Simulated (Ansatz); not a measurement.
`[NH3+][InH3-]`. Total charge 0; spin multiplicity 1. In takes the def2 core potential. All single points use the PBE0-D4/def2-TZVP geometry.

```xyz
8

N     0.223   -0.641    0.906
In   -0.249    0.714   -1.009
H    -0.439   -1.405    0.980
H     1.154   -1.037    0.847
H     0.168   -0.094    1.757
H     1.042    1.848   -0.761
H    -0.043   -0.545   -2.187
H    -1.858    1.160   -0.533
```

Q: What is the dipole moment at B3LYP/def2-TZVPP? (Estimate.)

A: The calculation gave: 4.74 D, with components (0.94, -2.69, 3.79) D in this frame, pointing from negative to positive charge.

Q: And with PBE, r2SCAN, ωB97M-V? (Estimate.)

A: Ansatz gave: PBE 4.76 D, r2SCAN 4.78 D, ωB97M-V 4.71 D.

Q: Give the Mulliken charges with B3LYP, PBE, ωB97M-V in def2-TZVPP. (An estimate is asked.)

A: Computed: 
```tsv
atom	B3LYP	PBE	ωB97M-V
N1	-0.35	-0.37	-0.31
In2	0.40	0.32	0.26
H3	0.18	0.19	0.16
H4	0.18	0.19	0.16
H5	0.18	0.19	0.16
H6	-0.20	-0.17	-0.15
H7	-0.20	-0.17	-0.15
H8	-0.20	-0.17	-0.15
```

B3LYP here is the variant with VWN-RPA as its local correlation; programs differ in this.
